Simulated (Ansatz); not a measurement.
```yaml
crystal:
  periodic: [false, false, false]
  atoms:
    - {symbol: C, position_ang: [0.299028, -1.015161, 0.849934]}
    - {symbol: O, position_ang: [0.668761, 0.087910, -0.008439]}
    - {symbol: B, position_ang: [-0.469584, 1.011780, -0.672845]}
    - {symbol: Cl, position_ang: [-1.618340, -0.116215, -1.525668]}
    - {symbol: Cl, position_ang: [0.512645, 2.026915, -1.814162]}
    - {symbol: Cl, position_ang: [-1.214582, 1.903255, 0.708405]}
    - {symbol: H, position_ang: [1.213667, -1.410092, 1.286931]}
    - {symbol: H, position_ang: [-0.239945, -1.767150, 0.276451]}
    - {symbol: H, position_ang: [-0.340254, -0.589110, 1.617860]}
    - {symbol: H, position_ang: [1.271605, -0.183433, -0.715566]}
basis:
  gaussian: {orbitals: def2-TZVP}
hamiltonian: {xc: {name: PBE1PBE}, dispersion: d3bj}
```

```sh
$ ansatz run in.yaml --threads 4 --pin off --events-out ev --progress --plain --max-ram 10444MiB
```

Output, abridged:

```
Error: YAML parse error: error: line 16 column 19: hamiltonian.xc: no functional is named "PBE1PBE"; the names, which are not case-sensitive, are SVWN5, SPW92, PBE, PBE0, PBEsol, revPBE, revPBE0, RPBE, rPW86-PBE, HSE06, wPBEh, LC-wPBE, HISS, HF, BLYP, B3LYP, B3LYP5, BHLYP, CAM-B3LYP, r2SCAN, r2SCANh, r2SCAN0, r2SCAN50, m-r2SCAN, B97, wB97, wB97X, wB97X-V, B97M-V, wB97M-V, B2PLYP, B2GP-PLYP, PBE0-DH, PBE-QIDH
14 | basis:
15 |   gaussian: {orbitals: def2-TZVP}
16 | hamiltonian: {xc: {name: PBE1PBE}, dispersion: d3bj}
```

(1) Something in this input is off. What?

Results:

(1) The method's name isn't one that the program takes here. The program refused the input.

HSE06 is defined as in plane-wave codes.
